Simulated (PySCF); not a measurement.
Chromium: highly charged ions in a basis for the neutral atom

Cr⁶⁺ [Ar], Cr⁷⁺ [Ne] 3s2 3p5. Calculation: PySCF 2.14, in x2c-TZVPall (6s5p4d1f, 48 functions); scalar relativity by spin-free X2C-1e. No spin-orbit coupling, so a gap to NIST mixes the basis error with missing relativistic terms.

Changed run: basis of the neutral atom used for a highly charged ion. This setting is unsound on purpose.

```
species  method  sound run (hartree)  changed run (hartree)  converged
   Cr⁶⁺     UHF              not run            -1040.19585        yes
   Cr⁶⁺    TPSS              not run            -1041.04692        yes
   Cr⁶⁺  M06-2X              not run            -1041.07276        yes
   Cr⁷⁺     UHF              not run            -1034.33350        yes
   Cr⁷⁺    TPSS              not run            -1035.13682        yes
   Cr⁷⁺  M06-2X              not run            -1035.15667        yes
```

Ionisation energy of Cr⁶⁺:

```csv
method,changed run (eV),NIST (eV)
UHF,159.52,160.29 ± 0.06
TPSS,160.82,160.29 ± 0.06
M06-2X,160.99,160.29 ± 0.06
```

The contracted functions were made for the neutral atom and can be too rigid for a highly charged ion.
